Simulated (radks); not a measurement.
Question: All-electron atom: Os VIII in [Xe] 4f14 5d1. All-electron calculation, non-relativistic Kohn-Sham, LB94 model potential, spin-polarised, spherical densities, point nucleus; open shells are filled with parallel spins first (spin-orbit coupling, left out, can overturn this in heavy ions); relativity is left out, which matters for an element this heavy. Program: a radial shooting solver on a logarithmic mesh with Libxc functionals. Some entries of the table are withheld. Estimate them.

orbital  occ.  eigenvalue (eV)  <r> (bohr)  r(max) (bohr)
1s down     1        -67702.85     0.01991        0.01322
1s up       1        -67702.85     0.01991        0.01322
2s up       1        -11305.02     0.08398        0.07192
2s down     1        -11304.98     0.08398        0.07192
2p up       3        -10861.21     0.07098        0.05579
2p down     3        -10861.19     0.07097        0.05579
3s up       1        -2699.399      0.2126         0.1972
3s down     1        -2699.382      0.2126         0.1972
3p up       3        -2490.272      0.2028         0.1857
3p down     3        -2490.241      0.2028         0.1857
3d up       5        -2099.082      0.1775         0.1460
3d down     5        -2099.019      0.1775         0.1460
4s up       1        -639.4117      0.4734         0.4428
4s down     1        -639.3295      0.4735         0.4428
4p up       3        -550.8962      0.4790         0.4430
4p down     3        -550.8234      0.4791         0.4430
4d up       5        -388.7864      0.4911         0.4377
4d down     5        -388.7380      0.4913         0.4377
5s down     1        -178.9239       1.066         0.9846
5s up       1        -178.8019       1.067         0.9852
4f down     7        -174.3620      0.5334         0.3981
4f up       7        -174.3551      0.5331         0.3981
5p down     3        -150.5869       1.145            (1)
5p up       3        -150.5080       1.146            (2)
5d down     0        -104.7265       1.369            (3)
5d up       1        -104.7207       1.370            (4)
6s down     0         -81.2670       2.120          2.066
6s up       0         -81.1014       2.113          2.062
6p down     0         -71.3615       2.291          2.240
6p up       0         -71.1213       2.283          2.234

Answer: 
(1) 5p down r(max) (bohr): 1.044
(2) 5p up r(max) (bohr): 1.045
(3) 5d down r(max) (bohr): 1.221
(4) 5d up r(max) (bohr): 1.223
